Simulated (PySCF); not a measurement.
Br2Sb, charge +1, multiplicity 1. Atoms are numbered in the order given.

```xyz
3

Sb     0.0000     0.0000     0.8944
Br     0.0000     1.9050    -0.6516
Br     0.0000    -1.9050    -0.6516
```
Charge +1, spin multiplicity 1.

Coordinates come from a B3LYP-D3(BJ)/def2-SVP optimisation. The spin state was assumed, not searched. The isomer is the one that the SMILES or the coordinates give; other isomers of the formula were not compared. The def2 effective core potentials stand for the cores of Sb; spin–orbit coupling is left out.

Method: PySCF with TDA-ωB97X/def2-SVPD.

Vertical excitations. The molecule is in vacuum. State labels are in the subgroup C2v.

### Question
List the lowest excited states. (The exact figures need the calculation; the answer reports its results.)

### Answer

```tsv
state	symmetry	energy (eV)	λ (nm)	f	main pairs
S1	B1	2.91	426	0.005	HOMO→LUMO 99 %
S2	A2	2.91	425	0.000	HOMO−1→LUMO 99 %
S3	B2	3.76	329	0.064	HOMO−2→LUMO 88 %
S4	B1	4.37	284	0.007	HOMO−4→LUMO 99 %
S5	A1	4.69	265	0.014	HOMO−3→LUMO 83 %
S6	A2	5.23	237	0.000	HOMO−5→LUMO 98 %
S7	B2	5.40	229	0.001	HOMO−1→LUMO+1 65 %, HOMO→LUMO+2 32 %
S8	A2	5.57	223	0.000	HOMO−2→LUMO+1 93 %
S9	A1	5.60	222	0.039	HOMO→LUMO+1 50 %, HOMO−1→LUMO+2 34 %, HOMO−4→LUMO+1 10 %
S10	B1	5.93	209	0.006	HOMO−2→LUMO+2 77 %, HOMO−3→LUMO+1 21 %
T1	B1	2.30	539	0	HOMO→LUMO 93 %
T2	A2	2.75	451	0	HOMO−1→LUMO 99 %
T3	B2	2.77	448	0	HOMO−2→LUMO 99 %
T4	A1	3.50	354	0	HOMO−3→LUMO 98 %
```
Triplets are in the Tamm–Dancoff approximation.
